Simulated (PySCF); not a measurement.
**NaTe, MP2: how much the basis matters**

PySCF, UHF reference; doublet, unpaired electrons π ↑; De to Na + Te without counterpoise correction. Frozen cores follow the default of each basis and core potential.

```csv
basis,relativity,functions,Re (Å),ωe (cm⁻¹),De (eV),frozen orbitals
cc-pVDZ/cc-pVDZ-PP,scalar-relativistic core potentials,41,2.855,233,1.86,5
def2-SVPD,scalar-relativistic core potentials,53,2.867,224,1.98,5
aug-cc-pVDZ/aug-cc-pVDZ-PP,scalar-relativistic core potentials,59,2.867,221,1.96,5
```

(1) How does each smaller set differ from the one with most functions, aug-cc-pVDZ/aug-cc-pVDZ-PP?

Correlated steps freeze 5 core orbitals. Correlated levels converge slowly with the basis: in double zeta they bind strong bonds too weakly, by up to about 1 eV, and carry superposition errors of some tenths. These are scalar-relativistic numbers at best; spin–orbit coupling would shift them, the dissociation energy most. The state is the lowest determinant that a PBE0 search found; another state may lie lower at other levels.

Results:

(1) cc-pVDZ/cc-pVDZ-PP: -1.2 pm, +5.4 % in ωe, -0.10 eV in De; def2-SVPD: +0.0 pm, +1.4 % in ωe, +0.02 eV in De. All at MP2; the set with most functions is neither the basis-set limit nor always the best.
